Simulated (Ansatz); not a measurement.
Species: CHBrF (charge -1, singlet). It need not be the lowest isomer of its formula. Whether it binds its extra electron was not tested at this geometry. SMILES: [CH-](Br)F
Geometry from a B3LYP-D3(BJ)/def2-TZVP (Ansatz, a quantum-chemistry and plane-wave program) optimisation:
```xyz
4

F     -1.9548     0.8954    -0.0431
C     -1.4573    -0.3923     0.2513
Br     0.7958    -0.1380    -0.0105
H     -1.5180    -0.8741    -0.7515
```
Charge -1, spin multiplicity 1.

Parts of the frozen-core correlation energy in STO-3G (Ansatz, hartree). Frozen orbitals: 16; correlated occupied orbitals by spin: 10 and 10; virtual: 3 and 3. No spin-orbit coupling. Non-relativistic.

```csv
term,value
reference (HF),-2680.48030
MP2 opposite-spin,[?]
MP2 same-spin,[?]
CCSD correlation,-0.08289
(T),[?]
FCI minus CCSD(T),-0.00062
T1 diagnostic,0.012
largest doubles amplitude,0.088
```

Problem. What belongs in the gaps?

Solution. 
- MP2 opposite-spin, value: -0.05531
- MP2 same-spin, value: -0.00686
- (T), value: -0.00237
